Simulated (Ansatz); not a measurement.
The same path of CH7AlN2 (11 atoms, charge 0, multiplicity 1) was run 3 times with different band settings. The coordinate that changes most is the dihedral N4–Al2–N3–H9.

Computed with Ansatz, RKS PBE0-D4/STO-3G.

Relaxed end points:

```xyz
11
Properties=species:S:1:pos:R:3
C -1.211 1.173 -0.187
Al 0.146 -0.144 0.022
N 0.472 -0.867 1.559
N 1.105 -0.677 -1.315
H -1.370 1.440 -1.237
H -0.969 2.101 0.341
H -2.176 0.835 0.204
H 1.208 -1.562 1.755
H -0.012 -0.638 2.439
H 1.014 -0.340 -2.285
H 1.859 -1.379 -1.276
```

```xyz
11
Properties=species:S:1:pos:R:3
C -1.214 1.172 -0.188
Al 0.145 -0.143 0.023
N 0.449 -0.894 1.551
N 1.138 -0.640 -1.303
H -1.530 1.275 -1.230
H -0.882 2.163 0.139
H -2.110 0.936 0.395
H -0.064 -0.699 2.423
H 1.169 -1.607 1.741
H 1.069 -0.280 -2.267
H 1.895 -1.339 -1.263
```

Common settings: movable images 9; climbing image yes; optimiser quadratic models (default); start path through a guess of the saddle point; force threshold 0.05 eV/Å; iteration limit 60; end points relaxed.

| run | spring |
| --- | --- |
| 1 | 5.0 eV/Å² |
| 2 | 0.1 eV/Å² |
| 3 | 0.1 eV/Å² |

Q: What does each run give, and how far can it be trusted?

A: Run 1: converged after 20 iterations, highest image 0.339 eV above the first end. Beside the main top the profile has a ripple of under 15 meV (maxima at images 3, 9), which may be a very shallow well or noise. A vibrational analysis at the climbing image gives one clearly imaginary mode, 269i cm⁻¹: a first-order saddle point.
Run 2: converged after 19 iterations, highest image 0.339 eV above the first end. Another band between the same ends (9 images) ends at a top of the same energy, where a vibrational analysis finds 1 clearly imaginary mode.
Run 3: converged after 19 iterations, highest image 0.339 eV above the first end. Another band between the same ends (9 images) ends at a top of the same energy, where a vibrational analysis finds 1 clearly imaginary mode.
Limits of this set-up: minimal basis.
